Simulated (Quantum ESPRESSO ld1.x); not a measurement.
All-electron atom: Re3+ in [Xe] 4f14 5d4 (the NIST ground configuration). All-electron calculation, Dirac Kohn-Sham, PW91, spin-unpolarised, spherical densities, point nucleus; open shells fill j = l - 1/2 first. Program: ld1.x of Quantum ESPRESSO 7.5.

Normalised radial functions P(r) = r R(r) (large component), r in bohr:

```
   r/bohr * 5p3/2, o 5d5/2 (the largest magnitude, 1.04, reaches the edge; | marks zero, & curves that meet)
0.0008925                             &
 0.001031                             &
  0.00119                             &
 0.001375                             &
 0.001588                             &
 0.001834                             &
 0.002118                             &
 0.002446                             &
 0.002824                             &
 0.003262                             &
 0.003767                             &
  0.00435                             &
 0.005024                             o*
 0.005802                             o*
 0.006648                             o*
 0.007677                             o*
 0.008866                             o*
  0.01024                             o *
  0.01183                             o *
  0.01366                             o  *
  0.01577                             o  *
  0.01822                             o   *
  0.02104                             o    *
  0.02429                             |o   *
  0.02806                             |o    *
   0.0324                             |o    *
  0.03742                             | o    *
  0.04322                             | o    *
  0.04991                             |  o  *
  0.05764                             |   o*
  0.06657                             |  *o
  0.07688                             |*   o
  0.08879                           * |     o
   0.1025                        *    |      o
   0.1184                     *       |      o
   0.1368                    *        |     o
   0.1579                    *        |    o
   0.1824                      *      |  o
   0.2107                          *  o
   0.2433                          o  | *
    0.281                       o     |       *
   0.3245                    o        |           *
   0.3748                   o         |             *
   0.4328                    o        |            *
   0.4998                      o      |      *
   0.5772                          o *|
   0.6613                    *        | o
   0.7638           *                 |       o
   0.8821     *                       |            o
    1.019  *                          |                 o
    1.176  *                          |                    o
    1.359     *                       |                     o
    1.569          *                  |                    o
    1.812               *             |                  o
    2.093                    *        |               o
    2.417                        *    |            o
    2.791                          *  |        o
    3.224                            *|     o
    3.723                             *   o
      4.3                             * o
    4.965                             *o
    5.735                             &
```

5p3/2: eigenvalue -73.043 eV, 3 radial nodes at r = 0.0801, 0.231, 0.572 bohr, <r> = 1.23 bohr, 90 % of the charge inside 1.79 bohr. 5d5/2 (empty): eigenvalue -32.369 eV, 2 radial nodes at r = 0.209, 0.622 bohr, <r> = 1.71 bohr, 90 % of the charge inside 2.59 bohr.
